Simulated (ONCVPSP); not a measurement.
## Plane-wave convergence, ONCV potential for lutetium (Lu)

Lu, optimised norm-conserving Vanderbilt (ONCV), made with ONCVPSP 4.0.1 (PBEsol, scalar-relativistic). Core [Kr], reference 4d10 4f14 5s2 5p6 5d1 6s1.5 6p0.5. Waves: 5s+6s: rc 2.15 bohr, ncon 4, nbas 7, qcut 6.7 1/bohr, 2 projectors; 5p+6p: rc 2.70 bohr, ncon 3, nbas 7, qcut 4.4 1/bohr, 3 projectors, debl 2.3 Ha; 4d+5d: rc 0.90 bohr, ncon 3, nbas 7, qcut 19.9 1/bohr, 2 projectors; 4f: rc 0.75 bohr, ncon 4, nbas 9, qcut 27.3 1/bohr, 2 projectors, debl 3.2 Ha. Local part: polynomial inside 0.70 bohr (lpopt 5, dvloc0 0 Ha). Core correction: Teter function, fcfact 4.25, rcfact 1.

Task: For each optimised wave give the share of its norm inside rc, the residual kinetic energy above qcut (Ha) and the cutoffs (Ha) for errors of 10, 1, 0.1 and 0.01 mHa per electron.

Result:

```tsv
wave	norm inside rc	residual KE	10 mHa	1 mHa	0.1 mHa	0.01 mHa
5s	0.981	8.6e-08	7.5	12.4	15.6	18.0
6s	0.099	1.8e-07	3.8	11.8	15.7	18.4
5p	0.982	1.5e-05	6.1	7.5	8.8	11.0
6p	0.064	5.3e-06	4.3	6.4	8.1	9.4
p projector 3	0.174	5.6e-04	7.0	9.1	13.0	22.0
4d	0.940	1.3e-08	113.6	134.8	153.0	167.6
5d	0.021	3.8e-09	83.8	111.3	134.6	154.4
4f	0.640	4.2e-06	232.1	269.4	300.6	331.1
f projector 2	0.094	1.7e-08	213.1	255.9	290.9	319.0
```

The occupied waves need 269 Ha and 301 Ha for 1 and 0.1 mHa. Note: ghosts flagged at negative energy: s at -486.4 eV, p at -2727.1 eV; no localised positive-energy state flagged. A true bound ghost makes a file unfit for plane-wave use.
